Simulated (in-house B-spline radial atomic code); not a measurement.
# The krypton ion Kr⁸⁺: [Ne] 3s2 (3p1/2)1 (3p3/2)4 3d10 (4d5/2)1 (an excited or competing configuration)

Method: Dirac-Hartree-Fock, average of the jj configuration, Fermi nucleus of rms radius 4.1884 fm. Calculated with an all-electron radial atomic-structure program (B-spline basis).

Z_r = [3n² - l(l+1)]/(2<r>); Z_e = n√(-2ε); the last column is Slater's effective charge. Values are occupation-weighted means over j. An effective charge above Z reflects the relativistic contraction of the inner shells.

```
shell  electrons   ε (eV)  <r> (bohr)    Z_r    Z_e  Slater
   1s          2   -14584     0.04146  36.18  32.74   35.70
   2s          2  -2122.7      0.1825  32.87  24.98   31.85
   2p          6  -1891.3      0.1599  31.27  23.58   31.85
   3s          2  -454.02      0.5218  25.87  17.33   25.10
   3p          5  -379.78      0.5295  23.61  15.85   25.10
   3d         10  -253.57      0.5268  19.93  12.95   15.85
   4d          1  -96.874       1.603  13.10  10.67    9.00
```

The least bound orbital is 4d5/2 at -96.87 eV, and it is also the most diffuse (<r> = 1.603 bohr). The part-filled 3p shell lies below the filled 3d shell in orbital energy.

For the 1s electron the small component carries 1.71 % of the norm, the zero-frequency Breit interaction raises the level by 23.4 eV, self-energy by 12.52 eV, and vacuum polarisation lowers it by 1.302 eV.
